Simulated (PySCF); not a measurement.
## Magnetisability: SMILES C=C/C(CC)=N\N=C, C6H10N2

Geometry (Å), atoms numbered from 1 in this order:
```xyz
18

C    -1.617   -1.527    0.060
C    -0.394   -1.213   -0.357
C     0.226    0.100   -0.250
C     1.707    0.188   -0.502
C     2.493   -0.441    0.650
N    -0.369    1.186    0.053
N    -1.523    1.468    0.499
C    -2.528    1.991   -0.061
H    -2.260   -0.808    0.538
H    -2.006   -2.526   -0.044
H     0.231   -1.972   -0.810
H     1.986    1.237   -0.603
H     1.950   -0.329   -1.433
H     2.259    0.070    1.582
H     2.239   -1.492    0.762
H     3.562   -0.360    0.468
H    -2.630    2.119   -1.135
H    -3.337    2.314    0.572
```

Computed with GIAO PBE0/pcSseg-1 magnetisability, rotational g tensor and spin-rotation constants, non-relativistic, gas phase (PySCF). Geometry: GFN2-xTB.

Task: How diamagnetic is it, and how anisotropic?

Result: Isotropic -1063 × 10⁻³⁰ J/T², or -64.0 × 10⁻⁶ cm³/mol; principal values -1239, -1065, -885 × 10⁻³⁰ J/T², anisotropy 306 × 10⁻³⁰ J/T² (root of half the summed squared differences of the principal values). The susceptibility is in cgs units.

Task: Split it along the inertial axes a, b, c into diamagnetic and paramagnetic parts about the centre of mass, with the quadrupole moment.

Result: 
```tsv
axis	χ (10⁻⁶ cm³/mol)	diamagnetic (10⁻⁶ cm³/mol)	paramagnetic (10⁻⁶ cm³/mol)	summed x² of all electrons (Å²)	quadrupole Θ (D Å)
a	-58.9	-484.0	425.1	209.3	+7.36
b	-63.1	-996.7	933.6	88.4	-2.08
c	-70.1	-1262.9	1192.9	25.7	-5.28
```
Anisotropies 2χaa − χbb − χcc = +15.3 and 2χbb − χaa − χcc = +2.8 × 10⁻⁶ cm³/mol. Θ is traceless in Buckingham's convention.

Task: And the rotational g tensor?

Result: 
```tsv
axis	rotational constant (GHz)	g	nuclear part	electronic part
a	3.2589	-0.0452	0.6056	-0.6508
b	1.3999	-0.0131	0.6010	-0.6140
c	1.0693	-0.0055	0.5938	-0.5993
```
Asymmetric top; isotopes 12C, 1H, 14N; no vibrational averaging.
